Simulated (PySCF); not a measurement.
## Polarisability and C₆ of Hf³⁺ (hafnium, charge +3)

[Xe] 4f14 5d1, 2D determinant. Calculation: PySCF 2.14, in aug-cc-pwCVTZ-PP with ECP60MDF (8s8p7d4f3g, 122 functions); a scalar-relativistic core potential. Coupled (time-dependent) response in atomic units; α is the mean over directions.

```csv
method,mean α (bohr³),"α xx, yy, zz",C₆ (like pair),S(−4)
wB97X-V,6.234,"7.287, 7.287, 4.128",24.99,23.24
```

S(−4) is the Cauchy moment in α(ω) = α(0) + S(−4) ω² + …

Spin-orbit coupling is absent.

α(iu) at wB97X-V:

| u (hartree) | α(iu) (bohr³) |
| --- | --- |
| 0 | 6.234 |
| 0.0500 | 6.177 |
| 0.100 | 6.021 |
| 0.200 | 5.541 |
| 0.300 | 5.025 |
| 0.500 | 4.168 |
| 0.750 | 3.385 |
| 1.00 | 2.793 |
| 1.50 | 1.952 |
| 2.00 | 1.407 |
| 3.00 | 0.7985 |
| 5.00 | 0.3412 |

A single London oscillator, α(iu) = α/(1 + u²/ω²), gives C₆ = (3/4) ω α². Matching the computed C₆ needs ω = 4 × 24.99 / (3 × 6.234²) = 0.857 hartree.

For an ion, C₆ is the dispersion term alone; charge-induced terms of lower order in 1/R come first.

The components differ because the open shell of this determinant is not spherical; for a pure term their mean is the scalar polarisability.

Energies and moments cover only the electrons outside the core potential. Spin-orbit coupling, absent here, splits the open shell strongly.
